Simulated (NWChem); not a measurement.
System: C2H3O2, doublet; SMILES O(C)[C]=O

Parts of the log:

```
             Northwest Computational Chemistry Package (NWChem) 7.3.0
             --------------------------------------------------------

                             Geometry "geometry" -> ""
                             -------------------------

 Output coordinates in angstroms (scale by  1.889725989 to convert to a.u.)

  No.       Tag          Charge          X              Y              Z
 ---- ---------------- ---------- -------------- -------------- --------------
    1 C                    6.0000     0.47955100     1.33243000     0.08653200
    2 O                    8.0000    -0.61908500     0.46476200     0.41263500
    3 C                    6.0000    -0.51382600    -0.77856400     0.02649700
    4 O                    8.0000     0.35575800    -1.32964400    -0.56108900
    5 H                    1.0000     0.61126700     1.38232300    -1.00376900
    6 H                    1.0000     0.21990000     2.31839300     0.48653500
    7 H                    1.0000     1.40505300     0.96122000     0.54940300

 Effective nuclear repulsion energy (a.u.)     114.2057617983

  xc_inp: hfexch multiplicative factor not found.

                                 NWChem DFT Module
                                 -----------------

 Summary of "ao basis" -> "ao basis" (spherical)
 ------------------------------------------------------------------------------
       Tag                 Description            Shells   Functions and Types
 ---------------- ------------------------------  ------  ---------------------
 C                           6-31g*                  6       14   3s2p1d
 O                           6-31g*                  6       14   3s2p1d
 H                           6-31g*                  2        2   2s

            General Information
            -------------------
          SCF calculation type: DFT
          Wavefunction type:  spin polarized.
          No. of atoms     :     7
          No. of electrons :    31
           Alpha electrons :    16
            Beta electrons :    15
          Charge           :     0
          Spin multiplicity:     2
          Use of symmetry is: off; symmetry adaption is: off
          Maximum number of iterations: 150
          AO basis - number of functions:    62
                     number of shells:    30
          Convergence on energy requested:  1.00D-06
          Convergence on density requested:  1.00D-05
          Convergence on gradient requested:  5.00D-04

              XC Information
              --------------
                     Hartree-Fock (Exact) Exchange  1.000

      Superposition of Atomic Density Guess
      -------------------------------------

 Sum of atomic energies:        -226.32391038

      Non-variational initial energy
      ------------------------------

 Total energy =    -228.028304
 1-e energy   =    -535.204322
 2-e energy   =     192.970256
 HOMO         =      -0.137904
 LUMO         =       0.079635

     ---------------------------------------------
      Total Density - Mulliken Population Analysis
     ---------------------------------------------

    Atom       Charge   Shell Charges
 -----------   ------   -------------------------------------------------------
    1 C    6     6.25   2.00  0.70  1.83  0.64  1.03  0.05
    2 O    8     8.51   2.00  0.93  2.92  0.88  1.77  0.02
    3 C    6     5.10   2.00  0.69  1.34  0.55  0.42  0.10
    4 O    8     8.74   2.00  0.96  3.05  0.91  1.80  0.02
    5 H    1     0.80   0.48  0.33
    6 H    1     0.79   0.48  0.32
    7 H    1     0.80   0.48  0.33

     --------------------------------------------
      Spin Density - Mulliken Population Analysis
     --------------------------------------------

    Atom       Charge   Shell Charges
 -----------   ------   -------------------------------------------------------
    1 C    6     0.08   0.00  0.00  0.04  0.00  0.03  0.00
    2 O    8     0.05   0.00  0.02  0.05 -0.01 -0.01  0.00
    3 C    6     0.71   0.00  0.06  0.24  0.28  0.13  0.01
    4 O    8     0.15   0.00  0.01  0.13 -0.01  0.03  0.00
    5 H    1     0.00   0.00 -0.00
    6 H    1     0.01   0.00  0.00
    7 H    1     0.00   0.00 -0.00

   convergence    iter        energy       DeltaE   RMS-Dens  Diis-err
 ---------------- ----- ----------------- --------- --------- ---------
 d= 0,ls=0.0,diis     1   -227.0540903581 -3.41D+02  6.96D-03  2.00D-01
                                                     4.79D-03  1.89D-01
 d= 0,ls=0.0,diis     2   -227.1169133170 -6.28D-02  2.56D-03  9.07D-02
                                                     2.16D-03  8.50D-02
 d= 0,ls=0.0,diis     3   -227.1504349548 -3.35D-02  1.33D-03  3.68D-03
                                                     6.96D-04  3.66D-03
 d= 0,ls=0.0,diis     4   -227.1530039606 -2.57D-03  6.60D-04  6.05D-04
                                                     2.68D-04  3.70D-04
 d= 0,ls=0.0,diis     5   -227.1534507693 -4.47D-04  3.09D-04  7.19D-05
                                                     1.47D-04  9.31D-05
  Resetting Diis
 d= 0,ls=0.0,diis     6   -227.1535688469 -1.18D-04  1.94D-04  3.22D-05
                                                     1.09D-04  2.07D-05
 d= 0,ls=0.0,diis     7   -227.1536248750 -5.60D-05  4.38D-05  8.74D-06
                                                     4.32D-05  8.43D-06
 d= 0,ls=0.0,diis     8   -227.1536405317 -1.57D-05  1.06D-04  6.41D-06
                                                     1.00D-04  5.09D-06
 d= 0,ls=0.0,diis     9   -227.1536667109 -2.62D-05  7.37D-05  2.11D-06
                                                     7.00D-05  1.98D-06
 d= 0,ls=0.0,diis    10   -227.1536763608 -9.65D-06  4.77D-05  5.49D-07
                                                     4.28D-05  7.19D-07
 d= 0,ls=0.0,diis    11   -227.1536793492 -2.99D-06  2.13D-05  2.10D-07
                                                     1.63D-05  1.12D-07
 d= 0,ls=0.0,diis    12   -227.1536798924 -5.43D-07  8.64D-06  2.50D-08
                                                     8.15D-06  6.57D-08

         Total DFT energy =     -227.153679892358
      One electron energy =     -536.656512877846
           Coulomb energy =      223.197235769959
    Exchange-Corr. energy =      -27.900164582810
 Nuclear repulsion energy =      114.205761798338

 Numeric. integr. density =        0.000000000000

                    DFT Final Alpha Molecular Orbital Analysis
                    ------------------------------------------

 Vector   14  Occ=1.000000D+00  E=-5.421756D-01
              MO Center= -9.3D-02,  4.7D-01,  1.5D-01, r^2= 2.4D+00
   Bfn.  Coefficient  Atom+Function         Bfn.  Coefficient  Atom+Function
  ----- ------------  ---------------      ----- ------------  ---------------
    17      0.357166  2 O  px                21      0.269970  2 O  px
    46     -0.260847  4 O  py                 3     -0.228408  1 C  px
    19     -0.213415  2 O  pz                50     -0.168556  4 O  py
    23     -0.162555  2 O  pz                20     -0.148888  2 O  s
    59      0.146236  6 H  s                  5      0.142064  1 C  pz

 Vector   15  Occ=1.000000D+00  E=-4.835045D-01
              MO Center=  3.1D-03, -8.1D-02, -5.0D-02, r^2= 2.3D+00
   Bfn.  Coefficient  Atom+Function         Bfn.  Coefficient  Atom+Function
  ----- ------------  ---------------      ----- ------------  ---------------
    19      0.389220  2 O  pz                47     -0.326208  4 O  pz
    23      0.323788  2 O  pz                51     -0.250764  4 O  pz
    17      0.197543  2 O  px                45     -0.165324  4 O  px
    21      0.164279  2 O  px                 5     -0.155530  1 C  pz
    58      0.128048  5 H  s                 49     -0.127080  4 O  px

[...]

                     NWChem Electrostatic Potential Fit Module
                     -----------------------------------------

 Atom parameters

 Number of atoms is                                    7
 Number of basis functions is                         62

 Grid parameters

 Maximum number of grid points is                  30500
 Number of grid points is                          30499
 Grid range                                     0.300000 nm
 Grid spacing                                   0.020000 nm
 Probe radius                                   0.070000 nm
 Atom radius factor                             1.000000

 Atomic radii

    1    0.100000
    6    0.147000
    8    0.136000
 FASTESP  F
  using M.O. file = ./job.movecs

    Atom              Coordinates                           Charge

                                                  ESP

    1 C     0.047955    0.133243    0.008653    0.362655
    2 O    -0.061909    0.046476    0.041264   -0.368409
    3 C    -0.051383   -0.077856    0.002650    0.427562
    4 O     0.035576   -0.132964   -0.056109   -0.425730
    5 H     0.061127    0.138232   -0.100377    0.017395
    6 H     0.021990    0.231839    0.048654   -0.030695
    7 H     0.140505    0.096122    0.054940    0.017223
                                            ------------
                                                0.000000

 Dipole moment                                  0.999354

 Quadrupole moment Qxx                          0.813113
                   Qyy                          0.724937
                   Qzz                         -1.538050

 RMS deviation kJ/mol                           0.097897

 RRMS %                                        33.054198
```

Level: UHF/6-31G* (spherical d). The geometry was optimised at PBE0/def2-SVP, spin-unrestricted. No stability test was run on the SCF state.

Q: Reconstruct the input file.

A: Several could match; the one computed here: the input that was run:
```
start job
memory heap 200 mb stack 900 mb global 1100 mb
geometry units angstroms noautosym nocenter noautoz
  C      0.479551     1.332430     0.086532
  O     -0.619085     0.464762     0.412635
  C     -0.513826    -0.778564     0.026497
  O      0.355758    -1.329644    -0.561089
  H      0.611267     1.382323    -1.003769
  H      0.219900     2.318393     0.486535
  H      1.405053     0.961220     0.549403
end
basis spherical
  * library 6-31g*
end
dft
  odft
  mult 2
  xc hfexch
  iterations 150
  mulliken
end
task dft energy
esp
  recalculate
  probe 0.07
  range 0.3
  factor 1.0
  spacing 0.02
end
task esp
```
